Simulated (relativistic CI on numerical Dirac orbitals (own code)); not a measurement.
Sensitivity of the levels of Os6+ to α and to the nuclear radius

Method of calculation: Dirac-Coulomb-Breit CI, KLI orbitals optimised for each configuration, derivatives by finite differences, unscaled Slater integrals, QED left out (own radial code, finite nucleus).

Configuration list (outside the closed core [Kr] 4d10 4f14 5s2): 5p6 5d2, 5p6 5d 6s, 5p6 5d 5f, 5p6 5d 6p, 5p5 5d3, 5p6 6s2, 5p6 5f2, 5p6 5d 6d. Levels of other configurations are missing.

With x = (α/α₀)² − 1 an excitation energy changes as ω = ω₀ + qx; K = 2q/ω₀ is the relative enhancement. Terms are leading LS components, so labels can repeat. The field-shift factor is F = δν/δ⟨r²⟩ for the transition from the lowest level.

Lowest level 5p6 5d2 3F_2.

| Level | ω₀ (cm⁻¹) | q (cm⁻¹) | F (GHz/fm²) |
| --- | --- | --- | --- |
| 5p6 5d2 3F_3 | 9459 | 9991 | 0.83 |
| 5p6 5d2 3F_4 | 17302 | 15390 | 1.4 |
| 5p6 5d2 3P_0 | 17803 | 2627 | 0.467 |
| 5p6 5d2 1D_2 | 20358 | 8786 | 1.83 |
| 5p6 5d2 3P_1 | 23247 | 9885 | 1.09 |
| 5p6 5d2 1G_4 | 32653 | 15280 | 1.7 |
| 5p6 5d2 3P_2 | 33412 | 19950 | 2.89 |
| 5p6 5d2 1S_0 | 60954 | 16160 | 3.55 |
| 5p6 5d 6s 3D_1 | 131174 | -52710 | 99.8 |
| 5p6 5d 6s 3D_2 | 133609 | -51150 | 98.8 |
| 5p6 5d 6s 3D_3 | 143349 | -41490 | 101 |
| 5p6 5d 6s 1D_2 | 151166 | -38520 | 93.9 |
| 5p6 5d 6p 3F°_2 | 208718 | -41710 | 18.1 |
| 5p6 5d 6p 3D°_1 | 213366 | -38110 | 17.5 |
| 5p6 5d 6p 3D°_2 | 223230 | -28070 | 18.8 |
| 5p6 5d 6p 3F°_3 | 224385 | -27830 | 18.6 |
| 5p6 5d 6p 3D°_2 | 231433 | -12360 | 13.6 |
| 5p6 5d 6p 3D°_3 | 236277 | -10880 | 13.8 |
| 5p6 5d 6p 3P°_1 | 237875 | -13560 | 13.7 |
| 5p6 5d 6p 3P°_0 | 239963 | -12370 | 13.6 |
| 5p6 5d 6p 3F°_4 | 245960 | -1030 | 14.6 |
| 5p6 5d 6p 3P°_2 | 247474 | -2383 | 14.8 |
| 5p6 5d 6p 1F°_3 | 249094 | -2920 | 14.6 |

At this charge configurations can still be misplaced by up to about 7 % of their energy. Terms inside the open d or f shell come out 10 to 20 % too wide with unscaled integrals. Levels and lines within the n = 5 or 6 shells can be off by up to 10 % or somewhat more, and those that change n by about 2 %, since core polarisation is missing. Levels that differ in their count of f electrons can be misplaced by several ten thousand cm⁻¹, since the correlation energy of f electrons is missing or only estimated; rates across such gaps can be off by orders of magnitude.

**Question.** Which transition from the lowest level has the largest |K|?

**Answer.** 5p6 5d2 3F_3 at 9459 cm⁻¹, K = 2.11.
